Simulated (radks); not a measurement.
Question: Si3+, 11 electrons, occupied as [Ne] 3s1. All-electron calculation, Dirac Kohn-Sham, PBE, spin-unpolarised, spherical densities, point nucleus; speed of light set to 13703.6 atomic units (100 times the physical value, a model run). Program: a radial shooting solver on a logarithmic mesh with Libxc functionals. Some entries of the table are withheld. Estimate them.

orbital  occ.  eigenvalue (Ry)  <1/r> (bohr^-1)
1s1/2       2              (1)            13.57
2s1/2       2        -12.87619              (2)
2p1/2       2         -9.70319              (3)
2p3/2       4         -9.70318              (4)
3s1/2       1              (5)              (6)

Answer: 
(1) 1s1/2 eigenvalue (Ry): -133.6818
(2) 2s1/2 <1/r> (bohr^-1): 2.575
(3) 2p1/2 <1/r> (bohr^-1): 2.468
(4) 2p3/2 <1/r> (bohr^-1): 2.468
(5) 3s1/2 eigenvalue (Ry): -2.89618
(6) 3s1/2 <1/r> (bohr^-1): 0.7422
